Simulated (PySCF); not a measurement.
C₄H₄ClF. Atoms are numbered in the order given.

```xyz
10

C     -0.0147    -2.9153     0.0000
C      0.6770    -1.7659     0.0000
C      0.0585    -0.4503     0.0000
F     -1.2794    -0.4384     0.0000
C      0.7437     0.7075     0.0000
Cl    -0.0157     2.2556     0.0000
H     -1.1069    -2.9165     0.0000
H      0.4965    -3.8800     0.0000
H      1.7709    -1.7710     0.0000
H      1.8334     0.7119     0.0000
```

Geometry: B3LYP-D3(BJ)/def2-SVP. One conformer was computed; it need not be the lowest.

Computed with PBE/def2-TZVP run with PySCF.

```json
{
  "total_energy": "-714.46124 hartree",
  "point_group": "Cs",
  "highest_occupied_level": "-5.80 eV",
  "lowest_empty_level": "-2.21 eV",
  "orbital_gap": "3.59 eV",
  "dipole_moment": "2.00 D",
  "quadrupole, principal values (traceless, Buckingham form, about the centre of nuclear charge)": "-4.82, 1.64, 3.18 D·Å",
  "mean_static_polarisability": "70.0 bohr³ (10.37 Å³)",
  "polarisability_principal_values": "37.5, 53.7, 118.7 bohr³"
}
```
